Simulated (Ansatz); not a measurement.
A series at Nb: from `[OH][Nb]([OH])([OH])([F])[F]`, ligands are replaced one by one, each step taking up H–F and setting free H₂O; n counts the steps. Ansatz, PBE0-D4/def2-TZVP geometries. Each molecule was computed in one conformer, which needn't be the lowest.

| n | molecule | zero-point energy, PBE0-D4/def2-TZVP (kJ/mol) |
| --- | --- | --- |
| 0 | `[OH][Nb]([OH])([OH])([F])[F]` | ? |
| 1 | `[OH][Nb]([OH])([F])([F])[F]` | 86.3 |
| 2 | `[OH][Nb]([F])([F])([F])[F]` | 58.4 |
| 3 | `[F][Nb]([F])([F])([F])[F]` | 30.2 |

By hand: fit a straight line y = ȳ + b (n − n̄) to the 3 given rows and predict n = 0.

n̄ = 2.000, ȳ = 58.30; Σ(n − n̄)(y − ȳ) = -56.10, Σ(n − n̄)² = 2.000, so b = -28.05 kJ/mol a step. Prediction: 58.30 + (-28.05) × (-2.000) = 114.4 kJ/mol.

By hand: compare with the computed value, 116.8 kJ/mol, and give the steps along the whole series.

The line misses by 2.4 kJ/mol (computed minus predicted). Steps: -30.5, -27.9, -28.2 kJ/mol.

The steps differ by at most 2.6 kJ/mol, 9 % of a mean step, so the ligands' effects nearly add and a line is close. The miss is 2.8 % of the series' range.
